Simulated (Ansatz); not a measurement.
Te₆Mo₃⁻. The state is a doublet with charge -1. Geometry PBE-D4/def2-SVP; atoms count from 1.

| atom | x (Å) | y (Å) | z (Å) |
| --- | --- | --- | --- |
| Mo1 | -1.160 | -0.494 | 0.004 |
| Mo2 | 0.008 | 1.030 | -1.226 |
| Mo3 | 1.451 | -0.321 | 0.689 |
| Te4 | -3.547 | 0.706 | 0.554 |
| Te5 | -0.373 | -0.461 | 2.573 |
| Te6 | 0.750 | -1.519 | -1.683 |
| Te7 | 1.965 | 2.239 | 0.186 |
| Te8 | -2.567 | 0.611 | -2.170 |
| Te9 | 3.474 | -1.791 | 1.072 |

In the def2 sets Mo, Te take a core potential; there is no spin–orbit coupling. Single mean-field runs in def2-TZVP are fitted with def2-universal-jkfit. The relaxed charge -1 doublet is spin-contaminated (final ⟨S²⟩ up to 0.89, 0.75 for a pure state). No other spin state of charge -1 was run.

Problem. Estimate the Mulliken populations from the PBE0/def2-TZVP orbitals of Ansatz.

Solution. 
```tsv
atom	charge (e)	spin (α − β)	d electrons
Mo1	0.23	-0.57	4.74
Mo2	0.34	1.44	4.72
Mo3	0.32	-0.02	4.70
Te4	-0.27	0.13	–
Te5	-0.34	0.07	–
Te6	-0.10	-0.02	–
Te7	-0.46	0.04	–
Te8	-0.29	-0.08	–
Te9	-0.44	0.03	–
```
Mulliken values and Mayer orders depend strongly on the basis.

Problem. Where does the spin sit?

Solution. Summed by element: Mo 0.84, Te 0.16, of 1 unpaired in all. Largest on single atoms: Mo2 1.44, Mo1 -0.57, Te4 0.13.

Problem. And the Mayer bond orders between bonded heavy atoms (over 0.3)?

Solution. Mo1–Mo2 2.08 (2.28 Å); Mo1–Mo3 0.75 (2.70 Å); Mo1–Te4 0.89 (2.73 Å); Mo1–Te5 0.96 (2.69 Å); Mo1–Te6 0.82 (2.75 Å); Mo1–Te8 0.68 (2.82 Å); Mo2–Mo3 0.57 (2.75 Å); Mo2–Te6 0.97 (2.69 Å); Mo2–Te7 1.00 (2.70 Å); Mo2–Te8 0.67 (2.77 Å); Mo3–Te5 1.17 (2.63 Å); Mo3–Te6 0.77 (2.75 Å); Mo3–Te7 1.13 (2.66 Å); Mo3–Te9 1.80 (2.53 Å); Te4–Te8 0.92 (2.90 Å).
